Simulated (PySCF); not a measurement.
# Relaxation of singlet ZrS(OH)2

All numbers come from PySCF, PBE0, basis Zr def2-SVP with ECP28, S def2-SVP, O def2-SVP, H def2-SVP (scalar-relativistic core potentials, no spin–orbit coupling, density fitting). A (50,194) grid was used.

A start displaced from a saddle point along its imaginary mode, of Cs symmetry, held to at least that symmetry:

```xyz
6
charge 0 multiplicity 1, angstrom
Zr    0.0115    0.0644   -0.2522
S    -0.0096   -0.0536    1.9769
O     1.6537   -0.4115   -1.1938
O    -1.6938    0.1876   -1.1938
H     2.5739   -0.7146   -1.1623
H    -2.6620    0.2224   -1.1623
```

Question: What forces act on the atoms at the start (eV/Å)?

Answer: 
```tsv
atom	Fx	Fy	Fz
Zr1	0.01	0.05	-0.14
S2	0.00	-0.02	-0.11
O3	0.26	-0.13	0.13
O4	-0.29	-0.03	0.12
H5	-0.49	0.16	0.00
H6	0.52	-0.02	0.00
```

Question: What does it relax to?

Answer: It ends at Cs with O–H 0.960 Å (×2), Zr–O 1.936 Å (×2), Zr–S 2.225 Å; H–O–Zr 143.7° (×2), O–Zr–O 115.2°, O–Zr–S 113.7° (×2) (after a last refinement on a finer grid). The frequency run here used a shortcut that can spoil soft modes, so no verdict on minimum or saddle point is given.

Question: How much energy is released, and in how many steps?

Answer: 4.2 kJ/mol in 14 steps.

The relaxation took about 90 core-seconds on a shared host.
